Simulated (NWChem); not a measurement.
Molecule: CdNH₃S; SMILES [NH2][Cd][SH]

```xyz
6

Cd    -0.0033    -0.2832     0.0000
N      0.1190    -2.2856     0.0000
H     -0.2938    -2.7319    -0.8174
H     -0.2938    -2.7319     0.8174
S      0.0740     2.0548     0.0000
H     -1.2721     2.1803     0.0000
```
Atoms are numbered in this order, from 1.

All runs: NWChem. Medium grid unless said otherwise, to which SCAN and Minnesota functionals are sensitive. Structure relaxed at the PBE0/def2-SVP level. def2 effective core potentials on Cd; no spin-orbit coupling. Total energies of different functionals are on different scales.

```json
[
 {"level": "B3LYP/def2-SVP", "energy (Ha)": "-622.4016", "highest occupied level (eV)": "-6.49", "orbital gap (eV)": "5.40", "dipole (D)": "2.35"},
 {"level": "PBE/def2-SVP", "energy (Ha)": "-622.0906", "highest occupied level (eV)": "-5.42", "orbital gap (eV)": "3.81", "dipole (D)": "2.37"},
 {"level": "LDA (Slater exchange, PW92)/def2-SVP", "energy (Ha)": "-620.2001", "highest occupied level (eV)": "-5.60", "orbital gap (eV)": "3.78", "dipole (D)": "2.43"},
 {"level": "KT2/def2-SVP", "energy (Ha)": "-627.3267", "highest occupied level (eV)": "-5.51", "orbital gap (eV)": "3.79", "dipole (D)": "2.29"},
 {"level": "M06/def2-SVP", "energy (Ha)": "-622.3243", "highest occupied level (eV)": "-6.80", "orbital gap (eV)": "5.92", "dipole (D)": "2.35"},
 {"level": "N12/def2-SVP", "energy (Ha)": "-622.7363", "highest occupied level (eV)": "-5.26", "orbital gap (eV)": "3.80", "dipole (D)": "2.39"},
 {"level": "M06-2X/def2-SVP", "energy (Ha)": "-622.2072", "highest occupied level (eV)": "?", "orbital gap (eV)": "?", "dipole (D)": "2.54"},
 {"level": "r2SCAN0/def2-SVP", "energy (Ha)": "-622.2792", "highest occupied level (eV)": "-6.95", "orbital gap (eV)": "6.28", "dipole (D)": "2.57"}
]
```

Complete the blanks.


- M06-2X/def2-SVP, highest occupied level (eV): -8.03
- M06-2X/def2-SVP, orbital gap (eV): 7.88
